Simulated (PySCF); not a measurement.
C5H6N4.
Atom-mapped SMILES: `[CH3:1][CH2:2][n:3]1[n:4][cH:5][c:6]([C:7]#[N:8])[n:9]1`

Cartesian coordinates in Å at the GFN2-xTB level; atoms count from 1:
```
atom  x, y, z in Å
C1    -2.2792    0.1683    0.5118
C2    -1.4176   -0.6518   -0.4435
N3    -0.0512   -0.2174   -0.3889
N4     0.4082    0.7494   -1.1469
C5     1.6697    0.8965   -0.7883
C6     1.9346   -0.0400    0.2317
C7     3.1397   -0.2584    0.9180
N8     4.1413   -0.4043    1.4551
N9     0.8075   -0.7228    0.4485
H10   -1.9228    0.0531    1.5327
H11   -2.2432    1.2210    0.2420
H12   -3.3097   -0.1703    0.4591
H13   -1.7600   -0.5258   -1.4724
H14   -1.4381   -1.7076   -0.1667
H15    2.3164    1.6179   -1.2413
```

NICS = −σ at a ghost point: NICS(0) at the centroid of the ring atoms, NICS(1) 1 Å to either side along the normal of their mean plane, zz for the tensor component along that normal. Level: GIAO PBE0/pcSseg-1 (PySCF, non-relativistic, gas phase) on the GFN2-xTB geometry, one conformer.

Ring bond lengths (Å), with Mayer bond orders in brackets: N3–N4 1.312 (1.23), N4–C5 1.320 (1.52), C5–C6 1.410 (1.27), C6–N9 1.336 (1.39), N9–N3 1.301 (1.27).

Q: Give the NICS values of each ring in ppm.

A: 
| ring | type | NICS(0) | NICS(1), two faces | NICS(1)zz, two faces | rms pucker (Å) | centre to ring atoms, mean (Å) |
| --- | --- | --- | --- | --- | --- | --- |
| N3–N4–C5–C6–N9 | 5-membered ring with 3 N; formal bonds all aromatic | -14.2 | -13.4 / -13.5 | -32.3 / -33.3 | 0.00 | 1.14 |

Q: What do they say, and how far can they be read as aromaticity?

A: 
- N3–N4–C5–C6–N9: mean NICS(1)zz -32.8 ppm, shielded. The ring is flat and has no four-coordinate atom; by the NICS criterion it is aromatic.

Q: What does the geometric index give? Use HOMA with the parameters of Krygowski (1993).

A: 
- N3–N4–C5–C6–N9: HOMA 0.97; the largest term is that of C5–C6, α(R − Ropt)² = 0.12. The geometric and the magnetic index point the same way.

Q: List the ring angles and the Hirshfeld charges of the ring atoms.

A: 
- N3–N4–C5–C6–N9: N3 115.3° (+0.117 e), N4 105.1° (-0.119 e), C5 107.6° (-0.011 e), C6 107.4° (+0.022 e), N9 104.7° (-0.107 e); sum 540.0° against 540° for a flat convex ring.
